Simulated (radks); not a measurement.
Species: Te18+. Configuration: [Ar] 3d10 4s2 4p4.

All-electron calculation, scalar-relativistic Kohn-Sham, LDA (Slater exchange, VWN5 correlation), spin-polarised, spherical densities, finite nucleus; open shells are filled with parallel spins first (spin-orbit coupling, left out, can overturn this in heavy ions); Fermi nuclear charge, rms radius 4.7423 fm. Program: a radial shooting solver on a logarithmic mesh with Libxc functionals.

Energy parts (Ry):
total: -13317.20260
kinetic: 13962.29390
electron-nucleus: -31009.71270
Hartree: 4036.12224
exchange-correlation: -305.90604

Orbitals (lengths in bohr, moments of r in powers of bohr; r(90%) holds 90 % of the orbital's charge):
\begin{tabular}{lrrr}
orbital & occ. & eigenvalue (Ry) & r(90%) \\ \hline
1s up & 1 & -2357.506 & 0.0500 \\
1s down & 1 & -2357.436 & 0.0500 \\
2s up & 1 & -391.4861 & 0.185 \\
2s down & 1 & -391.4407 & 0.185 \\
2p up & 3 & -355.3435 & 0.170 \\
2p down & 3 & -355.2816 & 0.170 \\
3s up & 1 & -104.5548 & 0.470 \\
3s down & 1 & -104.4798 & 0.469 \\
3p up & 3 & -92.79233 & 0.475 \\
3p down & 3 & -92.71052 & 0.475 \\
3d up & 5 & -75.13793 & 0.458 \\
3d down & 5 & -75.05931 & 0.457 \\
4s up & 1 & -42.00029 & 0.984 \\
4s down & 1 & -41.67617 & 0.985 \\
4p up & 3 & -37.88866 & 1.03 \\
4p down & 1 & -37.56781 & 1.03 \\
4d up & 0 & -31.74810 & 1.09 \\
4d down & 0 & -31.44123 & 1.09 \\
5s up & 0 & -22.33967 & 1.72 \\
5s down & 0 & -22.20975 & 1.73 \\
\end{tabular}

The highest occupied level is 4p down at -511.14 eV. Spin moment in Bohr magnetons: 2.
